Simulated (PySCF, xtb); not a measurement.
Hf(Cl)2(OH) (Cl₂HHfO), SMILES [OH][Hf]([Cl])[Cl] (connectivity only; charge and spin as stated), neutral, multiplicity 2. Other conformers were not sampled.

Harmonic wavenumbers (cm⁻¹) from GFN2-xTB run with xtb at its own minimum, in rising order: 47, 48, 97, 315, 359, 372, 561, 613, 3566.

Q: What does B3LYP-D3(BJ)/def2-SVP in PySCF give at its own minimum? (Estimate from the structure and the level; the computed values follow.)

A: 76, 87, 130, 301, 362, 381, 407, 725, 3962. Paired by order, the mean absolute difference is 88 cm⁻¹ and the zero-point energies are 8.5 and 9.2 kcal/mol.
